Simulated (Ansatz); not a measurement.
Stepwise reaction of `[CH3][In]([OH])[OH]` with hydrogen chloride, as a gas-phase model of exchange steps in deposition or etching. ΔE in kJ/mol.

Isolated molecules relaxed with PBE0-D4/def2-TZVP in Ansatz; ΔE leaves out vibrations. CCSD(T)/CBS is the MP2 limit (def2-TZVPP, def2-QZVPP) plus CCSD(T) − MP2 in def2-TZVPP, frozen cores. This one scheme is used for every species. Functionals use def2-TZVPP. B3LYP here is the variant with VWN-RPA as its local correlation; programs differ in this. Elements past krypton have def2 core potentials. For In outer-core shells are correlated without core-valence functions, which leaves a few kJ/mol of doubt a bond. One conformer a species, not always the lowest.

```tsv
step	reaction	PBE-D4	B3LYP-D4	ωB97M-V	CCSD(T)/CBS
1	`[CH3][In]([OH])[OH]` + HCl → `[CH3][In]([OH])[Cl]` + H₂O	-85.0	-88.6	-89.7	-87.8
```

(1) Give the row of step 2, `[CH3][In]([OH])[Cl]` + HCl → `[CH3][In]([Cl])[Cl]` + H₂O. (An estimate is asked.)

(2) By hand: ΔE of the 2 steps together at CCSD(T)/CBS.

## Answers

(1) Computed: 
```json
{"step": "2", "reaction": "`[CH3][In]([OH])[Cl]` + HCl → `[CH3][In]([Cl])[Cl]` + H₂O", "PBE-D4": "-89.6", "B3LYP-D4": "-93.7", "ωB97M-V": "-94.6", "CCSD(T)/CBS": "-92.2"}
```

(2) (-87.8) + (-92.2) = -180.0 kJ/mol, or -90.0 kJ/mol a step.

In ΔE the steps differ by no more than 4.4 kJ/mol. All are downhill at CCSD(T)/CBS. PBE-D4 differs from CCSD(T)/CBS by 2.6 to 2.8 kJ/mol a step. Isolated molecules leave out the surface, adducts and barriers. Largest T1 diagnostic: 0.016.
